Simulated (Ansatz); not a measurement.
`N[SiH]([SiH3])S` + H–F → `F[SiH]([SiH3])S` + NH₃ at 500 K and 1 bar (ligand exchange at the Si–N bond).

Isolated molecules relaxed with PBE0-D4/def2-TZVP in Ansatz; ΔE leaves out vibrations. CCSD(T)/CBS is the MP2 limit (def2-TZVPP, def2-QZVPP) plus CCSD(T) − MP2 in def2-TZVPP, frozen cores. This one scheme is used for every species. Each species was taken in one conformer, which may not be the lowest.

| species | CCSD(T)/CBS energy (Eh) | H − E (kJ/mol) | S (J/(mol·K)) |
| --- | --- | --- | --- |
| `N[SiH]([SiH3])S` | -1034.89919 | 236.8 | 450.8 |
| H–F | -100.39570 | 39.4 | 188.7 |
| `F[SiH]([SiH3])S` | -1078.81755 | 169.4 | 418.5 |
| NH₃ | -56.50880 | 108.2 | 211.8 |

H − E and S are ideal-gas, rigid-rotor, harmonic terms from PBE0-D4/def2-TZVP, for one conformer and one mirror image of each species. 1 Eh = 2625.50 kJ/mol, R = 8.31446 J/(mol·K).

Question: By hand: ΔE, ΔH, ΔS and ΔG.

Answer: ΔE = (-1078.81755) + (-56.50880) − (-1034.89919) − (-100.39570) = -0.03146 Eh = -82.6 kJ/mol. Δ(H − E) = 169.4 + 108.2 − 236.8 − 39.4 = 1.4, so ΔH = -81.2 kJ/mol. ΔS = 418.5 + 211.8 − 450.8 − 188.7 = -9.2 J/(mol·K). ΔG = -81.2 − 500 × (-9.2)/1000 = -76.6 kJ/mol.

Question: By hand: the equilibrium constant, and the temperature at which ΔG would vanish if ΔH and ΔS stayed fixed.

Answer: log₁₀ K = −ΔG/(RT ln 10) = 8.0. ΔG = 0 at ΔH/ΔS = 8826 K, far beyond where these terms or the molecules hold.

The number of gas molecules stays the same, so ΔS is small and ΔH decides. A doubt of 5 kJ/mol in ΔE shifts log₁₀ K by 0.5 here. Other conformers and mirror images would add mixing entropy, several J/(mol·K) or more a flexible species. These are equilibria of isolated gas molecules and say nothing of rates. Largest T1 diagnostic: 0.013 (customary marks: 0.02 for closed shells, 0.045 for open ones).
